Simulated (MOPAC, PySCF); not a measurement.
C₂H₃NO, SMILES `C(#N)OC`, neutral singlet in the gas phase. 

Cartesian coordinates (Å):
```xyz
7

C     -0.8137     0.1969     0.2124
O      0.0956    -0.6800    -0.5121
C      1.3470    -0.4408    -0.3391
N      2.4794    -0.2532    -0.2057
H     -0.6609     1.2254    -0.1105
H     -0.6381     0.0982     1.2823
H     -1.8092    -0.1465    -0.0492
```
Charge 0, spin multiplicity 1.

All levels are single points at this geometry (B3LYP-D3(BJ)/def2-TZVP); Pople sets use spherical d functions. Orbital energies aren't observables, and empty levels follow the basis.

B3LYP-D3(BJ)/def2-TZVP in PySCF gives gap (eV) = 8.41.

**Question.** Estimate the gap (eV) from each of these levels: PBE-D3(BJ)/def2-TZVP in PySCF; B3LYP/3-21G in PySCF; PBE/6-31G* in PySCF; SVWN5/6-31G* in PySCF; PM6 in MOPAC.

**Answer.** 
```
level                          gap (eV)
-----------------------------  --------
PBE-D3(BJ)/def2-TZVP in PySCF      6.49
B3LYP/3-21G in PySCF               9.08
PBE/6-31G* in PySCF                6.82
SVWN5/6-31G* in PySCF              6.75
PM6 in MOPAC                      11.27
```
